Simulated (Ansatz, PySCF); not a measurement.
C2H5BO4, singlet, at a GFN2-xTB geometry. Base run: CASSCF(4,4)/STO-3G (PySCF).

PySCF was given this input:
```python
from pyscf import gto, scf, mcscf
import numpy

mol = gto.M(
    atom='''
B     0.39686320    0.51855161    1.05611498
O    -0.02624839   -0.58910119    0.29015126
C    -0.37668784   -0.51255749   -0.99249825
C    -0.78419404   -1.84921561   -1.54366143
O    -0.36819918    0.51174447   -1.63346193
H    -1.03953569   -1.75370971   -2.59440270
H    -1.63742919   -2.22102364   -0.98135603
H     0.03326622   -2.55423632   -1.41476100
O     0.70372911    0.22308669    2.33062166
H     0.99056796    0.97590996    2.84806482
O     0.49014631    1.76598980    0.56809137
H     0.23868317    1.83718196   -0.36438058
''',
    basis='sto-3g',
    verbose=4,
)

mf = scf.RHF(mol)
mf.kernel()
mc = mcscf.CASSCF(mf, 4, 4)
mc.fix_spin_(ss=0.0)
mc.kernel()
occ = numpy.linalg.eigvalsh(mc.fcisolver.make_rdm1(mc.ci, mc.ncas, mc.nelecas))[::-1]
ss = mc.fcisolver.spin_square(mc.ci, mc.ncas, mc.nelecas)[0]
print('natural occupations', occ.round(4), ' <S^2>', round(ss, 4))
```

Programs used: Ansatz (an electronic-structure program), PySCF; a row that names a program was run with it.

Each row names what was changed in the base input (with any setting that the change needs).

| change | ΔE vs base (kcal/mol) | natural occupations | <S^2> of the state |
|---|---|---|---|
| base | 0.000 | 1.98 1.91 0.09 0.02 | 0.00 |
| active space = 6 electrons, 5 orbitals | 12.78 | 2.00 1.99 1.90 0.10 0.01 | 0.00 |
| active space = 6 electrons, 4 orbitals | 18.88 | 2.00 2.00 1.90 0.10 | 0.00 |
| orbitals = fixed (CASCI); correction = SC-NEVPT2 | -153.1 | 2.00 1.97 0.03 0.00 | 0.00 |
| code = ansatz; correction = SC-NEVPT2, all electrons | -153.3 | - | - |
| start = MP2 natural orbitals | 0.000 | 1.98 1.91 0.09 0.02 | 0.00 |
| code = ansatz | 0.014 | - | - |
| correction = SC-NEVPT2 | -152.8 | 1.98 1.91 0.09 0.02 | 0.00 |
| active space = 4 electrons, 6 orbitals | -0.320 | 1.98 1.91 0.09 0.02 0.00 0.00 | 0.00 |
| state_average = 2 states | 14.93 | - | - |
| conv_tol = 1e-5 | 0.001 | 1.98 1.91 0.09 0.02 | 0.00 |

Active orbitals are taken around the Fermi level unless the row says otherwise; CASSCF can end in different local minima, and two programs can end on different orbitals. State-averaged rows give the lowest state.

Ansatz warned in this series: other orbitals give a lower active-space energy.
